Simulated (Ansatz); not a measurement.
```yaml
crystal:
  periodic: [false, false, false]
  atoms:
    - {symbol: O, position_ang: [-0.813615, 1.463873, 0.675570]}
    - {symbol: Hf, position_ang: [-0.046559, -0.299209, 0.207600]}
    - {symbol: O, position_ang: [1.905802, -0.663613, 0.690076]}
    - {symbol: F, position_ang: [-1.170549, -1.612786, 0.876497]}
    - {symbol: Se, position_ang: [-0.096771, -0.309519, -2.346842]}
    - {symbol: H, position_ang: [-0.793599, 2.340190, 1.037737]}
    - {symbol: H, position_ang: [2.623254, -0.692977, 1.056376]}
    - {symbol: H, position_ang: [-1.356682, 0.100334, -2.288898]}
basis:
  gaussian: {orbitals: def2-mTZVP}
hamiltonian: {xc: {name: PBE}}
correlation: {method: rpa}
scf: {lower_state_search: off}
```

```sh
$ ansatz run in.yaml --threads 4 --pin off --events-out ev --progress --plain --max-ram 10444MiB
```

Shortened log:

```
Functional definition: PBE
1406 factors; integrals over basis functions are off by at most 9.9e-4 eV
mean field evaluation 1: about -73489.5465 eV, gradient 1.1e2 eV
mean field evaluation 2: about -73489.5399 eV, gradient 1.1e2 eV
mean field evaluation 4: about -73502.5837 eV, gradient 4.7e1 eV
mean field evaluation 8: about -73507.9984 eV, gradient 2.3e0 eV
mean field evaluation 16: about -73508.0115 eV, gradient 7.7e-3 eV
mean field -73508.01152891 eV, -2701.3695981676 hartree, gradient 8.1e-6 eV, S^2 0.000000; 0 other end points of the search recorded, 0 dependent functions left out
12 core orbitals not correlated: weight in the atoms' cores, before any rotation towards them, 1.000 or more for the frozen orbitals, at most 0.000 for the correlated occupied ones
reference -73428.20054852 eV, -2698.4365987360 hartree; 25, 25 occupied and 111, 111 virtual orbitals, 1406 factors
Total energy: -73470.80430104 eV, -2700.0022577633 hartree
Checks for a lower state left out: stability, starts, cluster_reference, orbital_swaps, neighbouring_geometries, increment
```

Run time 3.1 s (4 threads of an Intel Xeon Platinum 8259CL on a shared host); peak host memory 0.41 GiB.
